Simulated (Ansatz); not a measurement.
`[CH3][Zn][CH2][InH2]`. Charge 0, multiplicity 1. In: def2 effective core potential. The structure was optimised at the PBE0-D4/def2-TZVP level. It is one conformer, not always the lowest.

```xyz
11

C    -1.169    1.857    1.397
Zn   -0.706    0.407    0.192
C    -0.231   -1.040   -1.007
In    1.840   -1.553   -0.950
H    -0.645    2.776    1.124
H    -2.242    2.062    1.371
H    -0.900    1.611    2.428
H    -0.827   -1.913   -0.725
H    -0.500   -0.732   -2.022
H     2.965   -0.749   -1.993
H     2.415   -2.728    0.184
```

Q: What is the dipole moment at PBE/def2-TZVPP? (Estimate.)

A: Ansatz gave: 1.21 D, with components (-1.18, 0.28, -0.05) D in this frame, pointing from negative to positive charge.

Q: And with r2SCAN, B3LYP, ωB97M-V? (Estimate.)

A: Computed: r2SCAN 1.18 D, B3LYP 1.18 D, ωB97M-V 1.09 D.

Q: Give the Mulliken charges with PBE, ωB97M-V, r2SCAN in def2-TZVPP. (Best estimate.)

A: Ansatz gave: 
```json
{"atom": "C1", "PBE": "-0.43", "ωB97M-V": "-0.53", "r2SCAN": "-0.37"}
{"atom": "Zn2", "PBE": "0.22", "ωB97M-V": "0.37", "r2SCAN": "0.31"}
{"atom": "C3", "PBE": "-0.50", "ωB97M-V": "-0.67", "r2SCAN": "-0.55"}
{"atom": "In4", "PBE": "0.44", "ωB97M-V": "0.41", "r2SCAN": "0.48"}
{"atom": "H5", "PBE": "0.10", "ωB97M-V": "0.11", "r2SCAN": "0.07"}
{"atom": "H6", "PBE": "0.10", "ωB97M-V": "0.11", "r2SCAN": "0.07"}
{"atom": "H7", "PBE": "0.10", "ωB97M-V": "0.11", "r2SCAN": "0.07"}
{"atom": "H8", "PBE": "0.13", "ωB97M-V": "0.16", "r2SCAN": "0.12"}
{"atom": "H9", "PBE": "0.13", "ωB97M-V": "0.16", "r2SCAN": "0.12"}
{"atom": "H10", "PBE": "-0.15", "ωB97M-V": "-0.12", "r2SCAN": "-0.16"}
{"atom": "H11", "PBE": "-0.15", "ωB97M-V": "-0.12", "r2SCAN": "-0.16"}
```

B3LYP here is the variant with VWN-RPA as its local correlation; programs differ in this.
